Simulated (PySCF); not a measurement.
Compound: C₈H₆BrFO₂.
SMILES with atom numbers: `[CH3:1][O:2][c:3]1[cH:4][cH:5][c:6]([Br:7])[c:8]([C:9](=[O:10])[F:11])[cH:12]1` (hydrogens: H13, H14, H15 on C1; H16 on C4; H17 on C5; H18 on C12)

Method: PySCF 2.14.0, PBE0-D3(BJ)/def2-SVP geometry optimisation, gas phase; density fitting, grid level 1; the optimiser is geomeTRIC in internal coordinates, started from a GFN2-xTB structure with every atom displaced at random (about 0.01 Å).

The end geometry, which sets the zero of energy:
```
atom  x, y, z in Å
C1      2.7841    0.8958   -0.2474
O2      2.2272   -0.3913   -0.2189
C3      0.8905   -0.5175   -0.2505
C4      0.3807   -1.8236   -0.2248
C5     -0.9854   -2.0416   -0.2552
C6     -1.8873   -0.9726   -0.3116
Br7    -3.7145   -1.4126   -0.3458
C8     -1.3911    0.3415   -0.3371
C9     -2.2736    1.5310   -0.3991
O10    -3.4547    1.5833   -0.4427
F11    -1.5561    2.6741   -0.4043
C12    -0.0004    0.5512   -0.3058
H13     2.5133    1.4375   -1.1705
H14     3.8730    0.7667   -0.2179
H15     2.4703    1.4958    0.6244
H16     1.0827   -2.6584   -0.1808
H17    -1.3755   -3.0604   -0.2347
H18     0.3578    1.5776   -0.3257
```

Question: These geometries come from the run, each turned onto the end geometry. Order them by energy, lowest first.
A.
```
atom  x, y, z in Å
C1      2.8303    0.8631   -0.2562
O2      2.2216   -0.3996   -0.1872
C3      0.8820   -0.4851   -0.2363
C4      0.3799   -1.7945   -0.2191
C5     -0.9839   -2.0244   -0.2593
C6     -1.8846   -0.9550   -0.3193
Br7    -3.7161   -1.3696   -0.3824
C8     -1.3858    0.3564   -0.3363
C9     -2.3287    1.5014   -0.3852
O10    -3.5105    1.4776   -0.4406
F11    -1.6855    2.6852   -0.3804
C12     0.0006    0.5926   -0.2949
H13     2.5893    1.3807   -1.2022
H14     3.9168    0.6953   -0.2127
H15     2.5422    1.5033    0.5940
H16     1.0881   -2.6255   -0.1724
H17    -1.3698   -3.0453   -0.2459
H18     0.3550    1.6198   -0.3121
```
B.
```
atom  x, y, z in Å
C1      2.7630    0.9134   -0.2581
O2      2.2346   -0.3839   -0.1907
C3      0.9009   -0.5362   -0.2362
C4      0.3782   -1.8377   -0.2183
C5     -0.9892   -2.0471   -0.2579
C6     -1.8902   -0.9768   -0.3183
Br7    -3.7232   -1.3926   -0.3777
C8     -1.3837    0.3332   -0.3370
C9     -2.2486    1.5355   -0.3880
O10    -3.4293    1.5929   -0.4412
F11    -1.5178    2.6699   -0.3772
C12     0.0086    0.5298   -0.2952
H13     2.4832    1.4187   -1.1989
H14     3.8548    0.8108   -0.2208
H15     2.4367    1.5330    0.5953
H16     1.0743   -2.6771   -0.1715
H17    -1.3831   -3.0643   -0.2434
H18     0.3718    1.5548   -0.3131
```
C.
```
atom  x, y, z in Å
C1      2.8302    0.8670   -0.2400
O2      2.2232   -0.3977   -0.2296
C3      0.8643   -0.5063   -0.2653
C4      0.4073   -1.8075   -0.2268
C5     -0.9858   -2.0395   -0.2596
C6     -1.8761   -0.9612   -0.3135
Br7    -3.7099   -1.3669   -0.3522
C8     -1.3695    0.3485   -0.3486
C9     -2.2971    1.4947   -0.3851
O10    -3.4793    1.5250   -0.4239
F11    -1.6165    2.6743   -0.4183
C12     0.0034    0.5625   -0.3086
H13     2.5331    1.4433   -1.1725
H14     3.8686    0.7299   -0.1985
H15     2.4968    1.4717    0.6238
H16     1.0692   -2.6172   -0.1693
H17    -1.3662   -3.0285   -0.2250
H18     0.3455    1.5843   -0.3354
```

Answer: B (0.009 eV), A (0.043 eV), C (0.223 eV).

In the order of the answer:

```json
{"step": "4", "E above end (eV)": "0.009", "largest force (eV/Å)": "0.22", "rms force component (eV/Å)": "0.068", "rms distance from end (Å)": "0.032", "rms bond change (Å)": "0.000", "bond most changed (Å)": "C3–C12 -0.001"}
{"step": "2", "E above end (eV)": "0.043", "largest force (eV/Å)": "0.40", "rms force component (eV/Å)": "0.112", "rms distance from end (Å)": "0.065", "rms bond change (Å)": "0.001", "bond most changed (Å)": "C1–H14 +0.003"}
{"step": "0", "E above end (eV)": "0.223", "largest force (eV/Å)": "3.15", "rms force component (eV/Å)": "0.858", "rms distance from end (Å)": "0.038", "rms bond change (Å)": "0.022", "bond most changed (Å)": "C1–H14 -0.049"}
```

The cost below is that of the whole optimisation. The run took 6.1 min on an Arm Neoverse V1 with one thread, on a shared host, and the process peaked at 1.2 GiB of memory.
